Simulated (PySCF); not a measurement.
C₅H₃Br, SMILES C#CC(Br)=C=C.

Coordinates come from a PBE0-D3(BJ)/def2-SVP optimisation. The structure was generated by enumeration, and PubChem lists no compound with its InChIKey, so it may never have been made.

Two levels are set side by side: TDDFT-PBE/def2-SVPD (PySCF) and TDDFT-PBE0/def2-SVPD (PySCF). Vertical, same geometry. The lowest singlet is HOMO→LUMO 100 % with PBE and HOMO→LUMO 99 % with the other functional; states are paired by order. Differences are taken from unrounded values.

| quantity | TDDFT-PBE0 |
|---|---|
| lowest singlet excitation (eV) | 3.99 |
| lowest triplet excitation (TDA) (eV) | 3.39 |
| first bright state (f over 0.05) (eV) | 5.54 |
| its oscillator strength | 0.22 |

Problem. What does TDDFT-PBE give, and how far is it from TDDFT-PBE0? (The exact figures need the calculation; the answer reports its results.)

Solution. 
```tsv
quantity	TDDFT-PBE	TDDFT-PBE minus TDDFT-PBE0
lowest singlet excitation (eV)	3.63	-0.36
lowest triplet excitation (TDA) (eV)	3.32	-0.07
first bright state (f over 0.05) (eV)	4.93	-0.60
its oscillator strength	0.11	-0.10
```

A lower first singlet is the usual sign of a functional without exact exchange. Differences between two approximate levels are no errors against the true value.

Rough cost on one machine, each run with all the roots and properties that it gave: TDDFT-PBE0 against TDDFT-PBE about 4 times.
